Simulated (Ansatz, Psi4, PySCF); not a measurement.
C₂H₃O₂ (SMILES [CH2-]OC=O), charge -1, singlet, at the geometry of the source list. Base run: PySCF with CCSD(T)/6-31G*.

The PySCF input:
```python
from pyscf import gto, scf, cc

mol = gto.Mole()
mol.atom = '''
    C    -1.05528800   -0.06733800    0.00000000
    O    -0.83509800   -1.26168100    0.00000000
    O    -0.12407900    0.90336900    0.00000000
    H    -2.05243900    0.39112600    0.00000000
    C     1.23282000    0.41381500    0.00000000
    H     1.41704200   -0.18964400    0.88939700
    H     1.41704200   -0.18964400   -0.88939700
'''
mol.basis = '6-31g*'
mol.charge = -1
mol.verbose = 3
mol.build()

mf = scf.RHF(mol)
mf.kernel()

mycc = cc.CCSD(mf)
mycc.kernel()
et = mycc.ccsd_t()
print('E(CCSD(T)) = %.10f' % (mycc.e_tot + et))
```

The same geometry, method and basis name were run in Ansatz (a quantum-chemistry and plane-wave program) and Psi4 and PySCF, at each program's defaults and at the settings that a row names. The base is PySCF at its defaults. Differences at the defaults can come from grids, fitting, cores and function types together.

```
code and settings                                                                       ΔE vs base (mEh)  basis functions      E (Eh)  SCF cycles
--------------------------------------------------------------------------------------  ----------------  ---------------  ----------  ----------
PySCF, defaults (exact integrals, spherical functions, all electrons correlated)                   0.000               62  -227.73906          11
Psi4, defaults (exact integrals, Cartesian functions, all electrons correlated)                  -15.056               66  -227.75412          14
Ansatz, defaults (factorised integrals, Cartesian functions, frozen core)                         -0.608               66  -227.73967           -
PySCF, frozen core                                                                                 7.976               62  -227.73109          11
Psi4, exact integrals, spherical functions, frozen core                                            7.976               62  -227.73109          14
Ansatz, high accuracy, frozen core, Cartesian functions as the basis file defines them            -0.614               66  -227.73968           -
```
